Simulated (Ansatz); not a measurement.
Spectroscopic constants of NaAl-, multiplicity 4 (an upper state: multiplicity 2 came lower at CCSD(T)/def2-TZVPP on PBE0 minima).

Seven points along R, fitted to fifth degree in 1/R; most abundant isotopes. Runs in def2 and cc sets follow the lowest solution found near the PBE0 minimum.

Correlated levels freeze the inner cores; with def2 sets outer-core shells near the valence are correlated too.

Codes used: Ansatz (a program for electronic structure). Each number belongs to the level named beside it.

Q: What bond length and harmonic frequency does PBE/def2-TZVPP give?

A: r_e = 2.879 Å, ω_e = 193 cm⁻¹.

Q: What bond length and harmonic frequency does CCSD/def2-TZVPP give?

A: r_e = 2.926 Å, ω_e = 177 cm⁻¹.

Q: What bond length and harmonic frequency does CCSD(T)/def2-TZVPP give?

A: r_e = 2.907 Å, ω_e = 183 cm⁻¹.
